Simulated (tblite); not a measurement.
C9H9NS3.
Atom-mapped SMILES: `[CH3:1][N:2]([CH3:3])[c:4]1[cH:5][c:6]2[s:7][c:8]([CH:9]=[S:10])[cH:11][c:12]2[s:13]1` (hydrogens: H14, H15, H16 on C1; H17, H18, H19 on C3; H20 on C5; H21 on C9; H22 on C11)

Structure optimised with GFN2-xTB, isolated species.

Q: List the bond lengths, angles and torsions at this level.

A: 
```csv
bond,length (Å)
"C1–N2, N2–C3",1.440
N2–C4,1.349
C4–C5,1.381
C5–C6,1.398
C6–S7,1.721
S7–C8,1.770
C8–C9,1.400
C9=S10,1.642
C8–C11,1.388
C11–C12,1.384
C12–S13,1.739
C4–S13,1.756
C6–C12,1.402
C1–H14 and 5 like bonds,1.091
C5–H20,1.072
C9–H21,1.086
C11–H22,1.074
```

Bonds in one row agree within 0.01 Å and their mean is given. A selection of angles:
```csv
angle,degrees
C1–N2–C3,121.3
C1–N2–C4,119.3
N2–C4–C5,127.9
N2–C4–S13,119.3
C5–C4–S13,112.8
C4–C5–C6,111.3
C5–C6–S7,134.4
C5–C6–C12,114.7
S7–C6–C12,111.0
C6–S7–C8,90.9
S7–C8–C9,120.1
S7–C8–C11,111.5
C9–C8–C11,128.4
C8–C9–S10,124.3
C8–C11–C12,111.9
C11–C12–S13,134.7
C6–C12–C11,114.7
C6–C12–S13,110.6
C4–S13–C12,90.6
```

Torsions: C1–N2–C4–C5 0° (synperiplanar); S7–C8–C9–S10 180° (antiperiplanar).

The 13 heavy atoms lie in one plane (0.001 Å rms). The C–S distances run from 1.642 Å (C9=S10, drawn double) to 1.770 Å (S7–C8, aromatic), a spread of 0.128 Å. S7 (thiophene-type sulfur) is bent (angle 90.9°). The 5-membered ring C6–S7–C8–C11–C12 has internal angles of 90.9° to 114.7°; it is planar, 0.00 Å rms from its mean plane, widest ring torsion 0°. Of the pairs four or more bonds apart, H15···H19 is among the closest relative to their van der Waals radii: 2.14 Å, 89 % of the sum of Bondi's values. The 6 C–C bonds span 1.381 Å (C4–C5, aromatic) to 1.402 Å (C6–C12, aromatic), a spread of 0.021 Å. The 5-membered ring C4–C5–C6–C12–S13 has internal angles of 90.6° to 114.7°; it is planar, 0.00 Å rms from its mean plane, widest ring torsion 0°.

Point group: Cs (every atom within 0.08 Å of its image). GFN2-xTB frequencies show an imaginary mode (97i cm⁻¹), so the point is no minimum at that level.

All values are computed, not measured.
